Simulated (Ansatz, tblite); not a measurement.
Forces on the cluster GaO₃ at its r2SCAN-D4/def2-TZVP geometry. Total charge 0; doublet.

The xTB rows come from tblite. The structure holds one bond between oxygen atoms, so isomers without such links may lie far lower. The structure comes from a short search, and lower isomers may exist.

GFN1-xTB (tblite), largest force 0.96 eV/Å:

```xyz
4
positions Å, forces eV/Å
Ga    0.099   -0.146   -0.455   -0.016    0.023    0.075
O     0.436   -0.644   -1.994   -0.195    0.289    0.893
O     0.271    0.038    1.458   -0.513    0.254   -0.751
O    -0.807    0.752    0.991    0.725   -0.565   -0.216
```

GFN2-xTB (tblite), largest force 1.04 eV/Å:

```
Ga 0.051 -0.076 -0.232
O -0.112 0.166 0.514
O -0.773 0.486 -0.489
O 0.835 -0.577 0.207
```

r2SCAN-D4/def2-TZVP (Ansatz), largest force 0.01 eV/Å:

```
Ga 0.000 -0.003 -0.005
O -0.001 0.002 0.005
O 0.010 -0.006 0.004
O -0.009 0.006 -0.004
```
